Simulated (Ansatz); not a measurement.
A run on ClF4Nb, SMILES `[F][Nb]([F])([F])([F])[Cl]` with other settings.

```yaml
crystal:
  periodic: [false, false, false]
  atoms:
    - {symbol: F, position_ang: [-0.856888, -1.454863, 0.801365]}
    - {symbol: Nb, position_ang: [0.028048, -0.043094, -0.030531]}
    - {symbol: F, position_ang: [1.579144, -0.681409, 0.712572]}
    - {symbol: F, position_ang: [-0.763667, -0.574138, -1.597921]}
    - {symbol: F, position_ang: [1.082832, 1.107083, -1.046789]}
    - {symbol: Cl, position_ang: [-1.027369, 1.582321, 1.115204]}
basis:
  gaussian: {orbitals: STO-3G}
magnetization: {spin_polarized: true, initial_magnetization: 2}
hamiltonian: {xc: {name: r2SCANh}}
output: {forces: true}
```

```sh
$ ansatz run in.yaml --threads 4 --pin off --events-out ev --progress --plain --max-ram 10444MiB
```

Shortened log:

```
Functional definition: r2SCANh
723 factors; integrals over basis functions are off by at most 1.7e-4 eV
mean field evaluation 1: about -124267.3223 eV, gradient 9.8e0 eV
mean field evaluation 2: about -124259.3986 eV, gradient 3.0e1 eV
mean field evaluation 4: about -124265.6507 eV, gradient 1.5e1 eV
mean field evaluation 8: about -124268.3158 eV, gradient 1.6e0 eV
mean field evaluation 16: about -124268.4219 eV, gradient 1.6e0 eV
mean field evaluation 32: about -124268.5346 eV, gradient 4.8e-5 eV
mean field -124268.53457272 eV, -4566.7844133096 hartree, gradient 2.6e-7 eV, S^2 2.008208; 10 other end points of the search recorded, 0 dependent functions left out
reference -124268.53457752 eV, -4566.7844134859 hartree; 48, 46 occupied and 8, 10 virtual orbitals, 723 factors
Total energy: -124268.53457752 eV, -4566.7844134859 hartree
Atom 0 at    -0.856888    -1.454863     0.801365 Å, force    -1.279024    -1.396289     1.231990 eV/Å
Atom 1 at     0.028048    -0.043094    -0.030531 Å, force     1.750918    -2.695220    -1.900665 eV/Å
Atom 2 at     1.579144    -0.681409     0.712572 Å, force    -1.178235     0.539360    -0.488979 eV/Å
Atom 3 at    -0.763667    -0.574138    -1.597921 Å, force     0.528293     0.460960     1.194498 eV/Å
Atom 4 at     1.082832     1.107083    -1.046789 Å, force     1.074144     1.711385    -1.009572 eV/Å
Atom 5 at    -1.027369     1.582321     1.115204 Å, force    -0.896097     1.379803     0.972729 eV/Å
Dipole moment:     0.210261    -0.323883    -0.228264 e Å
```

Hardware: 4 threads of an Intel Xeon 6975P-C on a shared host. Wall time 12 s, peak host memory 0.41 GiB.
